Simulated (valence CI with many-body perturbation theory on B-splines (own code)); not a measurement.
## Re62+: electric-dipole lines

Calculated by relativistic CI+MBPT: three valence electrons over a frozen Dirac-Fock core [Ne], radial functions for each j: 11 s, 11 p, 9 d, 7 f, 5 g, 2 h, 1 i, with the one-electron correlation potential Σ1, the two-electron term Σ2, the three-electron term Σ3, Breit, model QED; selected CI, second order for the rest (own B-spline code, finite nucleus).

The last digits are not significant, and no measured levels were compared; by estimate large intervals hold to a few tenths of a per cent, small ones and those within an open d or f shell to about a per cent.

Lines 101 to 150 of 247 in falling wavelength, among levels below 12314 × 10³ cm⁻¹, chosen from the strongest by gf and those to the six lowest levels. Wavelengths and rates use the calculated energies. Electric multipoles are in the length gauge, E1 and E2 with the static RPA response of the core. Weak lines are less certain than strong ones. Lines between different terms over intervals too small for the method are left out, as are lines whose strength nearly cancels. The highest levels of a list are the least certain.

Levels are named by their leading jj configuration (3d3/2^4 stands for four electrons in 3d with j = 3/2), which in mixed levels can hold well under half, so a name can repeat and another be missing. Letters in brackets count levels of one name in rising energy.

| λ vac (Å) | Upper | Lower | A (s⁻¹) | S (a.u.) with core polarisation | S without |
| --- | --- | --- | --- | --- | --- |
| 22.61 | (3p1/2 3p3/2^2) J=5/2 | (3s 3p1/2 3p3/2) J=3/2 [b] | 8.78e+11 | 3.01e-02 | 3.05e-02 |
| 22.51 | (3p1/2 3p3/2 3d5/2) J=5/2 [a] | (3s 3p1/2 3d5/2) J=5/2 [b] | 8.34e+11 | 2.82e-02 | 2.86e-02 |
| 22.46 | (3p1/2 3p3/2 3d3/2) J=5/2 [a] | (3s 3p1/2 3d3/2) J=5/2 | 4.34e+11 | 1.46e-02 | 1.48e-02 |
| 22.43 | (3p1/2 3p3/2 3d5/2) J=9/2 | (3s 3p1/2 3d5/2) J=7/2 | 9.12e+11 | 5.08e-02 | 5.15e-02 |
| 22.41 | (3p1/2 3p3/2^2) J=3/2 | (3s 3p1/2 3p3/2) J=3/2 [b] | 3.40e+11 | 7.54e-03 | 7.66e-03 |
| 22.25 | (3p1/2 3p3/2 3d3/2) J=3/2 [b] | (3s 3p1/2 3d3/2) J=3/2 [b] | 2.53e+11 | 5.49e-03 | 5.57e-03 |
| 22.20 | (3p1/2 3p3/2 3d3/2) J=5/2 [b] | (3s 3p1/2 3d3/2) J=3/2 [b] | 1.41e+12 | 4.57e-02 | 4.64e-02 |
| 22.19 | (3s 3p3/2 3d3/2) J=3/2 [b] | (3s^2 3d3/2) J=3/2 | 1.25e+12 | 2.70e-02 | 2.74e-02 |
| 22.16 | (3p1/2 3p3/2 3d5/2) J=7/2 [a] | (3s 3p1/2 3d5/2) J=5/2 [a] | 1.47e+12 | 6.31e-02 | 6.40e-02 |
| 22.13 | (3p1/2 3p3/2 3d3/2) J=3/2 [a] | (3s 3p1/2 3d3/2) J=5/2 | 4.90e+11 | 1.05e-02 | 1.06e-02 |
| 22.13 | (3p1/2 3p3/2 3d5/2) J=5/2 [b] | (3s 3p1/2 3d5/2) J=3/2 | 4.13e+11 | 1.32e-02 | 1.34e-02 |
| 22.10 | (3p1/2 3p3/2 3d5/2) J=5/2 [a] | (3s 3p1/2 3d5/2) J=7/2 | 2.77e+11 | 8.87e-03 | 8.99e-03 |
| 22.03 | (3s 3p3/2 3d5/2) J=7/2 [b] | (3s^2 3d5/2) J=5/2 | 2.39e+12 | 1.01e-01 | 1.02e-01 |
| 22.02 | (3p1/2 3p3/2 3d5/2) J=7/2 [b] | (3s 3p1/2 3d5/2) J=5/2 [b] | 2.50e+11 | 1.06e-02 | 1.07e-02 |
| 21.99 | (3p1/2^2 3p3/2) J=3/2 | (3s 3p1/2^2) J=1/2 | 3.02e+11 | 6.35e-03 | 6.44e-03 |
| 21.97 | (3p1/2 3p3/2 3d3/2) J=5/2 [a] | (3s 3p1/2 3d3/2) J=3/2 [a] | 3.01e+11 | 9.45e-03 | 9.59e-03 |
| 21.97 | (3p1/2^2 3d3/2) J=3/2 | (3s^2 3p3/2) J=3/2 | 2.90e+10 | 6.08e-04 | 6.17e-04 |
| 21.97 | (3p1/2 3p3/2 3d3/2) J=3/2 [b] | (3s 3p1/2 3d3/2) J=1/2 | 2.41e+11 | 5.05e-03 | 5.12e-03 |
| 21.84 | (3p1/2 3p3/2 3d3/2) J=7/2 | (3s 3p1/2 3d3/2) J=5/2 | 1.73e+12 | 7.10e-02 | 7.21e-02 |
| 21.84 | (3s 3p1/2 3p3/2) J=3/2 [b] | (3s^2 3p1/2) J=1/2 | 8.47e+11 | 1.74e-02 | 1.77e-02 |
| 21.79 | (3p1/2 3p3/2 3d3/2) J=1/2 [b] | (3s 3p1/2 3d3/2) J=1/2 | 7.95e+11 | 8.11e-03 | 8.23e-03 |
| 21.77 | (3p1/2 3p3/2^2) J=5/2 | (3s 3p1/2 3p3/2) J=5/2 | 4.46e+11 | 1.36e-02 | 1.38e-02 |
| 21.73 | (3p1/2 3p3/2^2) J=1/2 | (3s 3p1/2 3p3/2) J=3/2 [b] | 1.96e+12 | 1.98e-02 | 2.01e-02 |
| 21.71 | (3p1/2 3p3/2 3d5/2) J=1/2 | (3s 3p1/2 3d5/2) J=3/2 | 6.84e+11 | 6.91e-03 | 7.00e-03 |
| 21.70 | (3p1/2 3p3/2 3d5/2) J=3/2 [a] | (3s 3p1/2 3d5/2) J=5/2 [a] | 4.91e+11 | 9.92e-03 | 1.01e-02 |
| 21.69 | (3s 3p3/2 3d3/2) J=5/2 [b] | (3s^2 3d3/2) J=3/2 | 4.51e+12 | 1.36e-01 | 1.38e-01 |
| 21.66 | (3p1/2 3p3/2 3d3/2) J=3/2 [a] | (3s 3p1/2 3d3/2) J=3/2 [a] | 5.95e+11 | 1.19e-02 | 1.21e-02 |
| 21.62 | (3p1/2 3p3/2 3d5/2) J=7/2 [b] | (3s 3p1/2 3d5/2) J=7/2 | 2.99e+11 | 1.19e-02 | 1.21e-02 |
| 21.58 | (3p1/2 3p3/2^2) J=3/2 | (3s 3p1/2 3p3/2) J=5/2 | 3.35e+11 | 6.64e-03 | 6.74e-03 |
| 21.56 | (3p1/2 3p3/2 3d3/2) J=1/2 [a] | (3s 3p1/2 3d3/2) J=3/2 [a] | 1.42e+12 | 1.40e-02 | 1.42e-02 |
| 21.54 | (3p1/2 3p3/2 3d5/2) J=5/2 [b] | (3s 3p1/2 3d5/2) J=7/2 | 1.63e+11 | 4.83e-03 | 4.90e-03 |
| 21.48 | (3s 3p1/2 3d3/2) J=3/2 [a] | (3s 3p1/2^2) J=1/2 | 3.62e+11 | 7.08e-03 | 7.18e-03 |
| 21.48 | (3s 3p3/2 3d3/2) J=1/2 [b] | (3s^2 3d3/2) J=3/2 | 3.63e+12 | 3.55e-02 | 3.60e-02 |
| 21.46 | (3p1/2 3p3/2 3d3/2) J=5/2 [a] | (3p1/2^2 3p3/2) J=3/2 | 4.31e+11 | 1.26e-02 | 1.28e-02 |
| 21.45 | (3s 3p1/2 3p3/2) J=1/2 | (3s^2 3p1/2) J=1/2 | 3.09e+12 | 3.01e-02 | 3.06e-02 |
| 21.45 | (3s 3p3/2^2) J=1/2 | (3s^2 3p3/2) J=3/2 | 2.23e+12 | 2.17e-02 | 2.21e-02 |
| 21.39 | (3p1/2 3p3/2 3d5/2) J=3/2 [b] | (3s 3p1/2 3d5/2) J=5/2 [b] | 1.32e+12 | 2.55e-02 | 2.59e-02 |
| 21.34 | (3s 3p3/2 3d3/2) J=3/2 [a] | (3s 3p1/2 3p3/2) J=3/2 [b] | 4.72e+10 | 9.06e-04 | 9.19e-04 |
| 21.27 | (3s 3p3/2 3d3/2) J=1/2 [a] | (3s 3p1/2 3p3/2) J=3/2 [b] | 3.46e+11 | 3.29e-03 | 3.33e-03 |
| 21.26 | (3s 3p3/2 3d5/2) J=3/2 [b] | (3s^2 3d5/2) J=5/2 | 2.84e+12 | 5.39e-02 | 5.47e-02 |
| 21.19 | (3s 3p3/2^2) J=3/2 | (3s^2 3p3/2) J=3/2 | 4.52e+12 | 8.49e-02 | 8.61e-02 |
| 21.18 | (3s 3p3/2 3d3/2) J=5/2 [a] | (3s 3p1/2 3p3/2) J=3/2 [b] | 3.45e+11 | 9.70e-03 | 9.84e-03 |
| 21.18 | (3s 3p3/2 3d5/2) J=5/2 [b] | (3s^2 3d5/2) J=5/2 | 2.51e+12 | 7.06e-02 | 7.16e-02 |
| 21.17 | (3p1/2 3p3/2 3d3/2) J=3/2 [a] | (3p1/2^2 3p3/2) J=3/2 | 8.79e+11 | 1.65e-02 | 1.67e-02 |
| 21.09 | (3p1/2 3p3/2 3d5/2) J=7/2 [b] | (3s 3p1/2 3d5/2) J=5/2 [a] | 2.34e+11 | 8.65e-03 | 8.78e-03 |
| 21.08 | (3p1/2 3p3/2^2) J=5/2 | (3s 3p1/2 3p3/2) J=3/2 [a] | 1.05e+11 | 2.92e-03 | 2.96e-03 |
| 21.06 | (3p1/2 3p3/2 3d3/2) J=1/2 [a] | (3p1/2^2 3p3/2) J=3/2 | 8.47e+11 | 7.82e-03 | 7.93e-03 |
| 21.01 | (3p1/2 3p3/2 3d5/2) J=5/2 [b] | (3s 3p1/2 3d5/2) J=5/2 [a] | 9.11e+11 | 2.50e-02 | 2.54e-02 |
| 20.93 | (3p1/2 3p3/2 3d3/2) J=5/2 [b] | (3s 3p1/2 3d3/2) J=5/2 | 4.33e+11 | 1.18e-02 | 1.19e-02 |
| 20.91 | (3s 3d3/2 3d5/2) J=7/2 [a] | (3s 3p1/2 3d5/2) J=5/2 [b] | 2.31e+11 | 8.36e-03 | 8.48e-03 |
